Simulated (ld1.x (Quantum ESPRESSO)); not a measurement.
## u(r) = r·R(r): atom against pseudo-atom (scandium)

Columns: radius, all-electron u(r) and pseudo u(r) of the 3d shell (level -3.37 eV) of scandium in the configuration [Ne] 3s2 3p6 3d1 4s2 4p0; PBE, non-relativistic, RRKJ scheme, ld1.x (Quantum ESPRESSO) 7.5.

```tsv
r (bohr)	all-electron	pseudo
0.082	0.0147	0.0021
0.165	0.0746	0.0167
0.248	0.1661	0.0536
0.330	0.2675	0.1165
0.413	0.3673	0.2057
0.495	0.4556	0.3124
0.578	0.5314	0.4284
0.660	0.5927	0.5388
0.742	0.6404	0.6343
0.825	0.6755	0.7078
0.908	0.6988	0.7546
0.990	0.7120	0.7754
1.072	0.7170	0.7757
1.155	0.7155	0.7615
1.238	0.7088	0.7394
1.320	0.6982	0.7153
1.402	0.6846	0.6922
1.485	0.6686	0.6709
1.568	0.6511	0.6514
1.650	0.6327	0.6327
1.733	0.6135	0.6135
1.815	0.5943	0.5943
1.898	0.5747	0.5747
1.980	0.5555	0.5555
2.062	0.5366	0.5366
2.145	0.5179	0.5179
```

(1) How many radial nodes do the two functions have?

(2) At about which radius was the pseudo-wave matched?

(3) Where does each function peak?

(4) Is the pseudo-wave norm-conserving?

Results:

(1) The all-electron 3d function has n − l − 1 = 0; the pseudo-wave has 0.

(2) 1.65 bohr, where the columns begin to agree (steps of 0.08 bohr).

(3) Outermost all-electron maximum near 1.07 bohr, pseudo maximum near 1.07 bohr (to the table’s step).

(4) Yes: the RRKJ scheme keeps the norm inside the radius equal to the all-electron one, which fixes the energy derivative of the logarithmic derivative at the level.
